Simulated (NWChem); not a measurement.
System: CH₄ClFSi; SMILES [SiH2](Cl)CF

Input file for NWChem:

```
start job
memory heap 200 mb stack 900 mb global 1100 mb
geometry units angstroms noautosym nocenter noautoz
  F      0.870314     1.962404    -0.266927
  C     -0.154095     1.488847     0.519865
  Si    -0.830958    -0.141478    -0.163241
  Cl     0.601399    -1.623086     0.002051
  H      0.207300     1.356874     1.555596
  H     -0.968435     2.237703     0.551618
  H     -1.187007     0.013458    -1.598837
  H     -2.023410    -0.533854     0.641233
end
basis spherical
  F library def2-svp
  C library def2-svp
  Si library def2-svp
  Cl library def2-svp
  H library def2-svp
end
dft
  xc xpbe96 cpbe96
  iterations 150
end
cosmo
  do_cosmo_smd true
  solvent dmso
end
task dft energy
```

Excerpt of the output:

```
             Northwest Computational Chemistry Package (NWChem) 7.3.0
             --------------------------------------------------------

                             Geometry "geometry" -> ""
                             -------------------------

 Output coordinates in angstroms (scale by  1.889725989 to convert to a.u.)

  No.       Tag          Charge          X              Y              Z
 ---- ---------------- ---------- -------------- -------------- --------------
    1 F                    9.0000     0.87031400     1.96240400    -0.26692700
    2 C                    6.0000    -0.15409500     1.48884700     0.51986500
    3 Si                  14.0000    -0.83095800    -0.14147800    -0.16324100
    4 Cl                  17.0000     0.60139900    -1.62308600     0.00205100
    5 H                    1.0000     0.20730000     1.35687400     1.55559600
    6 H                    1.0000    -0.96843500     2.23770300     0.55161800
    7 H                    1.0000    -1.18700700     0.01345800    -1.59883700
    8 H                    1.0000    -2.02341000    -0.53385400     0.64123300

 Effective nuclear repulsion energy (a.u.)     212.3976287078

  pbe96 is a nonlocal functional; adding pw91lda local functional.

                                 NWChem DFT Module
                                 -----------------

 Summary of "ao basis" -> "ao basis" (spherical)
 ------------------------------------------------------------------------------
       Tag                 Description            Shells   Functions and Types
 ---------------- ------------------------------  ------  ---------------------
 F                          def2-svp                 6       14   3s2p1d
 C                          def2-svp                 6       14   3s2p1d
 Si                         def2-svp                 8       18   4s3p1d
 Cl                         def2-svp                 8       18   4s3p1d
 H                          def2-svp                 3        5   2s1p

 in cosmo_initialize ...
 calling solv_data for solv:dmso

 solvent parameters
 solvname_short: dmso
 solvname_long:  dimethylsulfoxide
 dielec:       46.8260
 dielecinf:     2.0079
 nonaqueous SMD model solvent descriptors
 dielec:       46.8260
 sola:          0.0000
 solb:          0.8800
 solc:          0.0000
 solg:         61.7800
 solh:          0.0000
 soln:          1.4170

          ---------------
          -cosmo- solvent
          ---------------
 Cosmo: York-Karplus, doi: 10.1021/jp992097l
 dielectric constant -eps-     =  46.83
 screen = (eps-1)/(eps    )    =   0.97864
 surface charge correction     = lagrangian

   van der Waals surface
 --------------------------

 ---------- ATOMIC COORDINATES (A.U.) ------------ VDWR(ANG.) --
     1    1.64465498    3.70840584   -0.50441889     1.730
     2   -0.29119733    2.81351287    0.98240240     1.850
     3   -1.57028293   -0.26735465   -0.30848076     2.470
     4    1.13647932   -3.06718780    0.00387583     2.380
     5    0.39174020    2.56412006    2.93965019     1.200
     6   -1.83007679    4.22864551    1.04240687     1.200
     7   -2.24311798    0.02543193   -3.02136383     1.200
     8   -3.82369046   -1.00883778    1.21175466     1.200
 number of segments per atom =        128
 number of   points per atom =        128
 atom (   nspa,  nppa )
 ----------------------
    1 (     76,     0 )       0
    2 (     31,     0 )       0
    3 (     70,     0 )       0
    4 (     92,     0 )       0
    5 (     51,     0 )       0
    6 (     53,     0 )       0
    7 (     31,     0 )       0
    8 (     32,     0 )       0
 number of -cosmo- surface points =      436
 molecular surface =    131.239 angstrom**2
 molecular volume  =    121.411 angstrom**3
 -lineq- algorithm             =   0
 -bem- low  level              =   3
 -bem- from -octahedral-
 gaussian surface charge width =   4.50000
 degree of switching           =   1.00000
 switching function tolerance  =   0.00010
 atomic radii =
 --------------
    1  9.000  1.730
    2  6.000  1.850
    3 14.000  2.470
    4 17.000  2.380
    5  1.000  1.200
    6  1.000  1.200
    7  1.000  1.200
    8  1.000  1.200
 ...... end of -cosmo- initialization ......

 nat:                     8
 ixmem:                  3618
 calling mnsol_interface()
 G(SMD-CDS) energy (kcal/mol)  =     0.801
 SMD-CDS SASA (angstrom**2)    =   139.848

            General Information
            -------------------
          SCF calculation type: DFT
          Wavefunction type:  closed shell.
          No. of atoms     :     8
          No. of electrons :    50
           Alpha electrons :    25
            Beta electrons :    25
          Charge           :     0
          Spin multiplicity:     1
          Use of symmetry is: off; symmetry adaption is: off
          Maximum number of iterations: 150
          AO basis - number of functions:    84
                     number of shells:    40
          Convergence on energy requested:  1.00D-06
          Convergence on density requested:  1.00D-05
          Convergence on gradient requested:  5.00D-04

              XC Information
              --------------
          PerdewBurkeErnzerhof Exchange Functional  1.000
            Perdew 1991 LDA Correlation Functional  1.000 local
           PerdewBurkeErnz. Correlation Functional  1.000 non-local

             Grid Information
             ----------------
          Grid used for XC integration:  medium
          Radial quadrature: Mura-Knowles
          Angular quadrature: Lebedev.
          Tag              B.-S. Rad. Rad. Pts. Rad. Cut. Ang. Pts.
          ---              ---------- --------- --------- ---------
          F                   0.50       49          10.0       434
          C                   0.70       49           9.0       434
          Si                  1.10       88           8.0       590
          Cl                  1.00       88          11.0       590
          H                   0.35       45          10.0       434
          Grid pruning is: on
          Number of quadrature shells:   454
          Spatial weights used:  Erf1

      Superposition of Atomic Density Guess
      -------------------------------------

 Sum of atomic energies:        -886.97650146

      Non-variational initial energy
      ------------------------------

 Total energy =    -888.222401
 1-e energy   =   -1649.990778
 2-e energy   =     549.370749
 HOMO         =      -0.333049
 LUMO         =       0.071421

   convergence    iter        energy       DeltaE   RMS-Dens  Diis-err
 ---------------- ----- ----------------- --------- --------- ---------
     COSMO gas phase
 d= 0,ls=0.0,diis     1   -889.1657073735 -1.10D+03  1.77D-02  6.61D-01
 d= 0,ls=0.0,diis     2   -889.0704915836  9.52D-02  1.10D-02  1.56D+00
 d= 0,ls=0.0,diis     3   -889.2333388029 -1.63D-01  1.80D-03  5.67D-02
 d= 0,ls=0.0,diis     4   -889.2372597960 -3.92D-03  1.01D-03  7.07D-03
 d= 0,ls=0.0,diis     5   -889.2381047845 -8.45D-04  2.90D-04  4.88D-04
  Resetting Diis
 d= 0,ls=0.0,diis     6   -889.2381685774 -6.38D-05  5.73D-05  1.53D-05
 d= 0,ls=0.0,diis     7   -889.2381705130 -1.94D-06  2.40D-05  1.03D-06
 d= 0,ls=0.0,diis     8   -889.2381704316  8.15D-08  1.36D-05  1.66D-06
 d= 0,ls=0.0,diis     9   -889.2381706558 -2.24D-07  1.95D-06  6.36D-08

   convergence    iter        energy       DeltaE   RMS-Dens  Diis-err
 ---------------- ----- ----------------- --------- --------- ---------
     COSMO solvation phase
 d= 0,ls=0.0,diis     1   -889.2411456521 -2.97D-03  1.88D-03  2.44D-03
 d= 0,ls=0.0,diis     2   -889.2416343648 -4.89D-04  5.50D-04  2.65D-03
 d= 0,ls=0.0,diis     3   -889.2419142638 -2.80D-04  1.37D-04  3.85D-04
 d= 0,ls=0.0,diis     4   -889.2419421990 -2.79D-05  5.96D-05  3.21D-05
 d= 0,ls=0.0,diis     5   -889.2419453211 -3.12D-06  1.92D-05  2.94D-06
 d= 0,ls=0.0,diis     6   -889.2419456939 -3.73D-07  4.41D-06  1.25D-07

         Total DFT energy =     -889.241945693898
      One electron energy =    -1652.347478338902
           Coulomb energy =      616.827215930132
    Exchange-Corr. energy =      -66.056176774249
 Nuclear repulsion energy =      212.397628707827

             COSMO energy =       -0.063135218706

 Numeric. integr. density =       50.000007536499

                                COSMO-SMD solvation results
                                ---------------------------

             internal energy in gas <Psi(g)|H|Psi(g)> =      -889.238170655751
         internal energy in solvent <Psi(s)|H|Psi(s)> =      -889.237185890178
                               delta internal energy  =         0.000984765573 (    0.62 kcal/mol)
   total free energy in solvent <Psi(s)|H+V/2|Psi(s)> =      -889.243221518095
 polarization energy contribution <Psi(s)|V/2|Psi(s)> =        -0.006035627917 (   -3.79 kcal/mol)
    total free energy in solvent including G(SMD-CDS) =      -889.241945693898
                       G(SMD-CDS) energy contribution =         0.001275824197 (    0.80 kcal/mol)
     1 M fixed-concentration free energy of solvation =        -0.003775038147 (   -2.37 kcal/mol)

                       DFT Final Molecular Orbital Analysis
                       ------------------------------------

 Vector   23  Occ=2.000000D+00  E=-2.862479D-01
              MO Center=  3.5D-01,  1.6D+00,  1.9D-01, r^2= 2.1D+00
   Bfn.  Coefficient  Atom+Function         Bfn.  Coefficient  Atom+Function
  ----- ------------  ---------------      ----- ------------  ---------------
     4      0.345280  1 F  px                 6      0.323399  1 F  pz
    65      0.265218  5 H  s                  7     -0.245973  1 F  px
    70     -0.235243  6 H  s                  9     -0.228306  1 F  pz
     5     -0.216222  1 F  py                18      0.184275  2 C  px
    20      0.173270  2 C  pz                 8      0.152479  1 F  py

 Vector   24  Occ=2.000000D+00  E=-2.733236D-01
              MO Center= -5.7D-02, -1.2D+00, -1.3D-01, r^2= 2.9D+00
   Bfn.  Coefficient  Atom+Function         Bfn.  Coefficient  Atom+Function
  ----- ------------  ---------------      ----- ------------  ---------------
    59      0.505682  4 Cl pz                56      0.370657  4 Cl pz
    53      0.216171  4 Cl pz                75      0.208162  7 H  s
    80     -0.207810  8 H  s                 57     -0.189154  4 Cl px
    81     -0.171835  8 H  s                 76      0.170868  7 H  s
    54     -0.138339  4 Cl px                38     -0.135617  3 Si pz

 Vector   25  Occ=2.000000D+00  E=-2.502170D-01
              MO Center=  2.6D-02,  6.8D-01,  9.7D-02, r^2= 3.6D+00
   Bfn.  Coefficient  Atom+Function         Bfn.  Coefficient  Atom+Function
  ----- ------------  ---------------      ----- ------------  ---------------
     5      0.314610  1 F  py                19      0.289757  2 C  py
     8     -0.234651  1 F  py                58      0.225028  4 Cl py
     6      0.204695  1 F  pz                37     -0.182972  3 Si py
    17     -0.181253  2 C  s                 20      0.168563  2 C  pz
    55      0.168720  4 Cl py                57      0.162239  4 Cl px

 Vector   26  Occ=0.000000D+00  E=-1.052055D-02
              MO Center= -6.7D-01, -1.8D-01, -1.9D-01, r^2= 3.5D+00
   Bfn.  Coefficient  Atom+Function         Bfn.  Coefficient  Atom+Function
  ----- ------------  ---------------      ----- ------------  ---------------
    40     -0.756729  3 Si py                39      0.688425  3 Si px
    50     -0.520521  4 Cl s                 57      0.401184  4 Cl px
    58     -0.400632  4 Cl py                31      0.374245  3 Si s
    17      0.336880  2 C  s                 36      0.232372  3 Si px
    37     -0.223087  3 Si py                49     -0.216932  4 Cl s

 Vector   27  Occ=0.000000D+00  E= 1.786727D-02
              MO Center= -6.3D-01,  2.4D-01, -5.9D-02, r^2= 4.3D+00
   Bfn.  Coefficient  Atom+Function         Bfn.  Coefficient  Atom+Function
  ----- ------------  ---------------      ----- ------------  ---------------
    17      0.969628  2 C  s                 40     -0.895757  3 Si py
    81     -0.851866  8 H  s                 39     -0.710130  3 Si px
    66     -0.389081  5 H  s                 21     -0.362871  2 C  px
    22     -0.345665  2 C  py                71     -0.337480  6 H  s
    41      0.251345  3 Si pz                 3      0.237646  1 F  s

 Vector   28  Occ=0.000000D+00  E= 2.852115D-02
              MO Center= -7.8D-01, -2.5D-03,  7.9D-02, r^2= 3.8D+00
   Bfn.  Coefficient  Atom+Function         Bfn.  Coefficient  Atom+Function
  ----- ------------  ---------------      ----- ------------  ---------------
    41      1.141810  3 Si pz                76      1.059099  7 H  s
    17     -1.010231  2 C  s                 39      0.675468  3 Si px
     3      0.262389  1 F  s                 40      0.257340  3 Si py
    71      0.225269  6 H  s                 38      0.222837  3 Si pz
    50     -0.215437  4 Cl s                 58     -0.211444  4 Cl py

     Multipole analysis of the density
     ---------------------------------

     L   x y z        total         alpha         beta         nuclear
     -   - - -        -----         -----         ----         -------
     0   0 0 0     -0.000000    -25.000000    -25.000000     50.000000

     1   1 0 0     -0.867396     -1.876575     -1.876575      2.885753
     1   0 1 0      0.411865      0.115466      0.115466      0.180932
     1   0 0 1      0.458287      0.592018      0.592018     -0.725749

     2   2 0 0    -28.159299    -66.322450    -66.322450    104.485602
     2   1 1 0     -1.813386      2.262877      2.262877     -6.339141
     2   1 0 1      0.317275      0.627881      0.627881     -0.938487
     2   0 2 0    -29.794423   -193.732583   -193.732583    357.670744
     2   0 1 1      1.519908     -4.913807     -4.913807     11.347522
     2   0 0 2    -27.429312    -28.583795    -28.583795     29.738277
```

Level: PBE/def2-SVP, SMD on the gas-phase geometry. Structure relaxed at the PBE0/def2-SVP level. Solvent: dimethyl sulfoxide.
